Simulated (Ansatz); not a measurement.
`[SiH3][Zn][Cl]`. Total charge 0; spin multiplicity 1. The geometry is a stationary point of PBE0-D4/def2-TZVP.

```xyz
6

Si   -0.004   -0.090    0.869
Zn    0.006    0.152   -1.468
Cl    0.017    0.370   -3.573
H    -1.163   -0.915    1.305
H     1.244   -0.755    1.332
H    -0.100    1.237    1.535
```

(1) What is the dipole moment at B3LYP/def2-TZVPP? (Estimate.)

(2) And with PBE, r2SCAN, ωB97M-V? (Estimate.)

(3) Give the Mulliken charges with B3LYP, r2SCAN, PBE in def2-TZVPP. (Best estimate.)

Results:

(1) Computed: 2.11 D, with components (-0.01, -0.22, 2.10) D in this frame, pointing from negative to positive charge.

(2) Ansatz gave: PBE 2.04 D, r2SCAN 2.12 D, ωB97M-V 2.04 D.

(3) Ansatz gave: 
| atom | B3LYP | r2SCAN | PBE |
| --- | --- | --- | --- |
| Si1 | 0.20 | 0.20 | 0.16 |
| Zn2 | 0.29 | 0.33 | 0.25 |
| Cl3 | -0.34 | -0.35 | -0.30 |
| H4 | -0.05 | -0.06 | -0.04 |
| H5 | -0.05 | -0.06 | -0.04 |
| H6 | -0.05 | -0.06 | -0.04 |

B3LYP here is the variant with VWN-RPA as its local correlation; programs differ in this.
